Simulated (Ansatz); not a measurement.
A made-up structure of SiH3TeF, closed shell:

| atom | x (Å) | y (Å) | z (Å) |
| --- | --- | --- | --- |
| F1 | -1.8470 | 0.0348 | 0.1927 |
| Si2 | -0.4022 | -0.1092 | -0.4778 |
| Te3 | 1.3440 | -0.7377 | 1.1592 |
| H4 | -0.4679 | -1.2081 | -1.4676 |
| H5 | -0.0822 | 1.1936 | -1.1014 |
| H6 | 0.1446 | 1.1075 | 0.0091 |

It is relaxed with PBE-D4/def2-SVP and then PBE0-D4/def2-TZVP (Ansatz 0.2.0). Atoms count as bonded within 1.22 times the sum of their covalent radii (H–H: 0.88 Å). The end point is not checked to be a true minimum.

(1) Does its bonding change? (A judgement: the text doesn't fix the answer.)

## Answers

(1) The calculation gives: Yes. Formed: Te3–H6; broken: Si2–H6.

Where it ends: The first stage lowers the energy by 3.10 eV in 13 steps. It ends as SiH₃TeF ([F][SiH2][TeH]):
F1  (-2.044, -0.056, 0.030)
Si2  (-0.631, -0.169, -0.711)
Te3  (1.256, -0.382, 0.876)
H4  (-0.640, -1.407, -1.523)
H5  (-0.478, 1.047, -1.538)
H6  (1.227, 1.247, 1.181)
(Å)

Labels in which every atom is bracketed show which atoms are joined, not bond orders.

For scale, one of the runs: PBE0-D4/def2-TZVP relaxation, 136 basis functions, launched by `ansatz run in.yaml --threads 2 --pin off --events-out ev --progress --plain --max-ram 4352MiB`. The run took about 18 s on 2 CPU threads of an Arm Neoverse V1 (shared host).
